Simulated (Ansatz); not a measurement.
Consider the ligand exchange at a Ge–I bond: `[F][GeH2][I]` + CH₃NH₂ → `C[NH][GeH2][F]` + HI.

Computed with Ansatz on PBE0-D4/def2-TZVP structures; ΔE is electronic, products minus reactants. CCSD(T)/CBS adds triple-zeta CCSD(T) − MP2 to the extrapolated MP2 energy (def2 sets, frozen cores). DFT in def2-TZVPP. Elements past krypton have def2 core potentials. For Ge, I outer-core shells are correlated without core-valence functions, which leaves a few kJ/mol of doubt a bond. Scalar relativity is left out up to krypton. One conformer a species, not always the lowest.

```json
{"species": "`[F][GeH2][I]`", "LDA (SPW92) energy (Eh)": "-2471.64750"}
{"species": "CH₃NH₂", "LDA (SPW92) energy (Eh)": "-95.03997"}
{"species": "`C[NH][GeH2][F]`", "LDA (SPW92) energy (Eh)": "-2268.79245"}
{"species": "HI", "LDA (SPW92) energy (Eh)": "-297.87458"}
```

**Question.** Work out ΔE.

**Answer.** ΔE = (-2268.79245) + (-297.87458) − (-2471.64750) − (-95.03997) = 0.02044 Eh = +0.56 eV. CCSD(T)/CBS gives +0.59 eV.

Largest T1 diagnostic among the species: 0.011.

At CCSD(T), def2-SVP lies −0.13 eV from the extrapolated value and def2-TZVPP −0.06 eV. Leaving LDA and LC-ωPBE aside and taking each functional with its dispersion term where it has one, the values, not all of them listed here, spread over 0.12 eV, from CAM-B3LYP-D4 to HSE06-D4. LDA lies −0.12 eV from PBE without D4.
